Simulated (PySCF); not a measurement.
**Simulated absorption spectrum**

C7H7OP.
SMILES with atom numbers: `[CH3:1][c:2]1[cH:3][cH:4][cH:5][p:6][c:7]1[CH:8]=[O:9]` (hydrogens: H10, H11, H12 on C1; H13 on C3; H14 on C4; H15 on C5; H16 on C8)

Cartesian coordinates in Å at the GFN2-xTB level; atoms count from 1:
```
atom  x, y, z in Å
C1    -1.332    1.477    0.144
C2    -0.223    0.482    0.046
C3     1.088    0.943    0.090
C4     2.206    0.129    0.010
C5     2.148   -1.242   -0.125
P6     0.685   -2.161   -0.212
C7    -0.514   -0.885   -0.086
C8    -1.880   -1.404   -0.135
O9    -2.913   -0.784   -0.076
H10   -0.941    2.487    0.243
H11   -1.969    1.251    0.998
H12   -1.968    1.422   -0.739
H13    1.242    2.008    0.194
H14    3.180    0.599    0.055
H15    3.075   -1.799   -0.181
H16   -1.892   -2.512   -0.238
```

Method: TDDFT wB97X-D/def2-SVPD, vertical, gas phase, core orbitals frozen in the response in PySCF 2.14.0, density-fitted response routines.

Computed states:

```
state  E (eV)       f
   S1    3.61  0.0005
   S2    4.39   0.050
   S3    4.70  0.0098
   S4    4.94   0.079
   S5    5.37  0.0004
   S6    5.66  0.0096
   S7    5.67   0.449
   S8    6.01   0.267
```

Each state is given a Gaussian of 0.4 eV full width at half maximum, with ε(max) = 2.175×10⁸ f / Δν̃ (Δν̃ the width in cm⁻¹). The cross-section is σ = 3.8235×10⁻²¹ ε cm², given in Mb (10⁻¹⁸ cm²). The width is an assumption, not a result. The curve ends short of the highest state used, and states not computed would add to its high-energy end.

**Question.** What does the envelope look like, and where are its maxima?

**Answer.** 
(E (eV), σ (Mb)): (3.01, 0.00), (3.09, 0.00), (3.18, 0.01), (3.26, 0.02), (3.34, 0.04), (3.42, 0.07), (3.51, 0.11), (3.59, 0.13), (3.67, 0.12), (3.75, 0.10), (3.84, 0.12), (3.92, 0.29), (4.00, 0.88), (4.09, 2.59), (4.17, 5.39), (4.25, 9.01), (4.33, 12.17), (4.42, 13.43), (4.50, 12.45), (4.58, 11.12), (4.66, 11.47), (4.75, 14.82), (4.83, 18.94), (4.91, 21.35), (5.00, 19.62), (5.08, 14.85), (5.16, 10.05), (5.24, 9.01), (5.33, 17.28), (5.41, 36.93)

Maxima: 343 nm (3.61 eV), ε about 34, made up of S1 (100%); 281 nm (4.41 eV), ε about 3500, made up of S2 (94%); 252 nm (4.92 eV), ε about 5600, made up of S4 (94%) (ε in L mol⁻¹ cm⁻¹; maxima over ε = 5, shares over 10%). At its high-energy end, 5.41 eV, the curve is still rising (ε about 9700, from S7).

**Question.** On this curve, what absorbance would a 10⁻⁵ mol/L sample give at 355 nm over a 1 cm path?

**Answer.** 355 nm is 3.493 eV, where ε is about 27 L mol⁻¹ cm⁻¹, so A = ε c l ≈ 0.00027 (Beer–Lambert, with the gas-phase spectrum and the assumed width).

**Question.** What would ε be at 4.92 eV, the highest of these maxima, with half the width (0.2 eV)?

**Answer.** About 10400 L mol⁻¹ cm⁻¹ against 5600, a factor of about 1.9; a lone state at its own centre would give exactly 2.

**Question.** Coming from long wavelengths, where does ε first pass 100 L mol⁻¹ cm⁻¹?

**Answer.** At about 315 nm (3.94 eV), 0.33 eV above S1.

One conformer stands for the species.
